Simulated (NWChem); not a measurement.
System meant: C$_{2}$H$_{7}$NOSi; SMILES C=C[Si@@H](N)O

Here is an NWChem input.

```
start job
memory heap 200 mb stack 900 mb global 1100 mb
geometry units angstroms noautosym nocenter noautoz
  C      0.037604    -2.273100     0.315898
  C     -0.721738    -1.261304    -0.120564
  Si    -0.067999     0.461501    -0.371040
  N     -1.067239     1.587278     0.464864
  O      1.522772     0.350792     0.142205
  H      1.099175    -2.123987     0.540627
  H     -0.363471    -3.281975     0.467934
  H     -1.782194    -1.452646    -0.332805
  H     -0.104673     0.923557    -1.793513
  H     -1.299504     1.470564     1.444399
  H     -1.146041     2.553086     0.171342
  H      2.064257     1.135500     0.024543
end
basis spherical
  C library 6-31g*
  Si library 6-31g*
  N library 6-31g*
  O library 6-31g*
  H library 6-31g*
end
dft
  xc m06-l
  iterations 150
end
property
  shielding
end
task dft property
```

End of the output:

```
 Vector   27  Occ=0.000000D+00  E= 8.117364D-02
              MO Center= -6.8D-01,  1.2D+00,  1.5D-01, r^2= 5.1D+00
   Bfn.  Coefficient  Atom+Function         Bfn.  Coefficient  Atom+Function
  ----- ------------  ---------------      ----- ------------  ---------------
    52      1.330168   4 N  s                40     -0.702360   3 Si py
    84     -0.676457  10 H  s                86     -0.462915  11 H  s
    39      0.417567   3 Si px               38     -0.387799   3 Si s
    82      0.326771   9 H  s                 6     -0.320721   1 C  s
    23      0.247646   2 C  pz               36     -0.213437   3 Si py

 center of mass
 --------------
 x =  -0.04764077 y =  -0.05191380 z =   0.02704470

 moments of inertia (a.u.)
 ------------------
         597.179415094697          26.318657411395           8.509650564806
          26.318657411395         306.465108171098           6.052347586010
           8.509650564806           6.052347586010         799.681376111794

     Multipole analysis of the density
     ---------------------------------

     L   x y z        total         alpha         beta         nuclear
     -   - - -        -----         -----         ----         -------
     0   0 0 0     -0.000000    -24.000000    -24.000000     48.000000

     1   1 0 0     -0.038660      1.754875      1.754875     -3.548410
     1   0 1 0      0.729558      1.880367      1.880367     -3.031175
     1   0 0 1      0.270967     -0.707012     -0.707012      1.684991

     2   2 0 0    -27.077136    -87.661488    -87.661488    148.245840
     2   1 1 0      1.598574      8.329472      8.329472    -15.060370
     2   1 0 1     -1.162780      2.296126      2.296126     -5.755032
     2   0 2 0    -22.538481   -172.619887   -172.619887    322.701293
     2   0 1 1      0.412460      2.878700      2.878700     -5.344939
     2   0 0 2    -28.455092    -32.516319    -32.516319     36.577546

          -----------------------------------------
          Chemical Shielding Tensors (GIAO, in ppm)
          -----------------------------------------

 ------------------------------------------------------------------------
  xm06: d2 not coded                    0
 ------------------------------------------------------------------------
 ------------------------------------------------------------------------
  current input line :
    31: task dft property
 ------------------------------------------------------------------------
 ------------------------------------------------------------------------
 This error has not yet been assigned to a category
 ------------------------------------------------------------------------
 For more information see the NWChem manual at https://nwchemgit.github.io

0: xm06: d2 not coded:Received an Error in Communication
```

Problem. Find the fault in this run and fix the input.

Solution. The program stopped with an error. Cause: this functional's second derivatives, which shieldings need, aren't coded here; the fix takes a hybrid GGA instead. This input runs:
```
start job
memory heap 200 mb stack 900 mb global 1100 mb
geometry units angstroms noautosym nocenter noautoz
  C      0.037604    -2.273100     0.315898
  C     -0.721738    -1.261304    -0.120564
  Si    -0.067999     0.461501    -0.371040
  N     -1.067239     1.587278     0.464864
  O      1.522772     0.350792     0.142205
  H      1.099175    -2.123987     0.540627
  H     -0.363471    -3.281975     0.467934
  H     -1.782194    -1.452646    -0.332805
  H     -0.104673     0.923557    -1.793513
  H     -1.299504     1.470564     1.444399
  H     -1.146041     2.553086     0.171342
  H      2.064257     1.135500     0.024543
end
basis spherical
  * library 6-31g*
end
dft
  xc pbe0
  iterations 150
end
property
  shielding
end
task dft property
```
It converges to -499.54517 Ha (PBE0/6-31G* (spherical d), GIAO).
